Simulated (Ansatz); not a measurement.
# Worked example: BH(SH)2 + InH(SH)2 → B(SH)3 + InH2(SH)

Species: BH(SH)2, singlet; InH(SH)2, singlet; B(SH)3, singlet; InH2(SH), singlet. The partners trade H for SH: B–H and In–SH bonds give way to B–SH and In–H.

Shapes, held fixed at every level: PBE0-D4/def2-TZVP. Flexible molecules stand in one conformer, not always the lowest. Programs: Ansatz 0.2.0. The zero-point and thermal change to 298 K, harmonic and unscaled (PBE0-D4/def2-TZVP), is -6.2 kJ/mol.

At CCSD(T)/def2-TZVPP; 1 Eh = 2625.50 kJ/mol:

| species | energy (Eh) |
| --- | --- |
| BH(SH)2 | -822.107616 |
| InH(SH)2 | -986.814894 |
| B(SH)3 | -1219.877670 |
| InH2(SH) | -589.028882 |

Problem. Work out ΔH(298 K) of the reaction at this level.

Solution. 
1. Products less reactants: (-1219.877670) + (-589.028882) − [(-822.107616) + (-986.814894)] = 0.015958 Eh = +41.9 kJ/mol.
2. With the thermal change: +41.9 + (-6.2) = +35.7 kJ/mol.

Other levels give +22.9 (SPW92/def2-TZVPP) to +42.4 kJ/mol (HF/def2-SVP). No measured value is set beside it here. For atoms past krypton def2 sets carry core potentials with scalar relativity. Correlated rows may include outer-core shells of In, which these sets cover unevenly.
